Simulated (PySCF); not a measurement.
C5H4F2O, SMILES C=C=CO/C(F)=C\F.

Geometry: PBE-D3(BJ)/def2-SVP. The structure was generated by enumeration; whether it is a known compound was not checked. The values are those of a single conformer.

All values below come from PBE-D3(BJ)/def2-SVP (PySCF).

No scaling factor is applied to the harmonic values.

```csv
mode,ν (cm⁻¹),IR (km/mol),moving atoms (share of kinetic energy)
1,33,0.4,"F 50 %, C 35 %"
2,103,0.3,"C 54 %, F 27 %, H 15 %"
3,107,2.0,"C 43 %, H 32 %, F 19 %"
4,233,6.1,"F 42 %, O 35 %, C 14 %, H 10 %"
5,254,0.5,"C 63 %, F 15 %, O 13 %, H 10 %"
6,278,7.3,"C 62 %, H 36 %"
7,301,2.8,"C 47 %, F 40 %, H 11 %"
8,472,5.1,"F 52 %, C 21 %, O 20 %"
9,534,7.5,C 83 %
10,584,1.3,"H 38 %, C 32 %, F 30 %"
11,621,6.3,"C 33 %, F 27 %, O 21 %, H 20 %"
12,735,9.9,"C 54 %, O 30 %, H 13 %"
13,760,13.3,"H 66 %, C 24 %, O 10 %"
14,827,11.2,"H 73 %, C 21 %"
15,837,23.9,"C 49 %, H 25 %, O 18 %"
16,868,35.8,"H 74 %, C 26 %"
17,963,0.5,"H 67 %, C 33 %"
18,1018,97.4,"C 52 %, O 25 %, H 20 %"
19,1161,19.3,"C 40 %, H 40 %, O 10 %, F 10 %"
20,1176,238.8,"H 38 %, C 31 %, F 22 %, O 10 %"
21,1212,207.5,"C 60 %, F 22 %, H 12 %"
22,1283,118.6,"H 67 %, C 31 %"
23,1341,90.3,"H 53 %, C 35 %, O 11 %"
24,1418,33.6,"H 53 %, C 45 %"
25,1765,39.1,C 94 %
26,2026,16.6,C 98 %
27,3037,6.5,H 95 %
28,3119,0.6,"H 89 %, C 11 %"
29,3142,2.6,"H 92 %, C 8 %"
30,3157,6.3,"H 91 %, C 9 %"
```
